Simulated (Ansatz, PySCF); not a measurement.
Process, species as SMILES: NB(N)N + H+ -> NB(N)[NH3+]
Structures are relaxed separately at B3LYP-D3(BJ)/def2-TZVP in Ansatz (a quantum-chemistry and plane-wave program), one conformer each, not searched for the lowest.
Geometry of the first species:
```
B
N 1 1.4287
H 2 1.0032 1 123.25
H 2 1.0032 3 113.49 1 180.00
N 1 1.4289 2 120.03 3 6.06
H 5 1.0032 1 123.22 2 3.36
H 5 1.0032 6 113.47 1 175.69
N 1 1.4289 2 120.03 3 -173.94
H 8 1.0032 1 123.22 2 3.36
H 8 1.0032 9 113.47 1 175.69
```

Wanted: proton affinity (electronic energy difference), positive where the reaction releases energy, in kcal/mol. Valence correlation only, unless marked. Spin-orbit coupling is left out. Non-relativistic. CBS marks a two-point X^-3 extrapolation of the correlation energy; Hartree-Fock from the larger set. [CCSD(T)-MP2]/basis is that difference in the basis named.

| level | program | proton affinity (kcal/mol) | minus last row |
|---|---|---|---|
| HF/cc-pwCVTZ | Ansatz | 228.7 | 4.2 |
| TPSSh-D3(BJ)/def2-TZVPD | PySCF + dftd3 | 227.5 | 3.0 |
| HSE06/def2-TZVPD | Ansatz | 225.1 | 0.6 |
| CAM-B3LYP-D4/def2-TZVPD | Ansatz + dftd4 | 221.7 | -2.8 |
| B2PLYP/def2-TZVPD | Ansatz | 222.8 | -1.7 |
| SCS-MP2/cc-pVTZ | Ansatz | 228.1 | 3.6 |
| CCSD/cc-pVDZ | Ansatz | 234.9 | 10.4 |
| CCSD(T) with core electrons/cc-pwCVTZ | Ansatz | 227.8 | 3.3 |
| RI-MP2/CBS(cc-pVTZ,cc-pVQZ)+[CCSD(T)-MP2]/cc-pVDZ | Ansatz | 224.7 | 0.2 |
| RI-MP2/CBS(cc-pVTZ,cc-pVQZ)+[CCSD(T)-MP2]/cc-pVTZ | Ansatz | 224.5 | 0.0 |
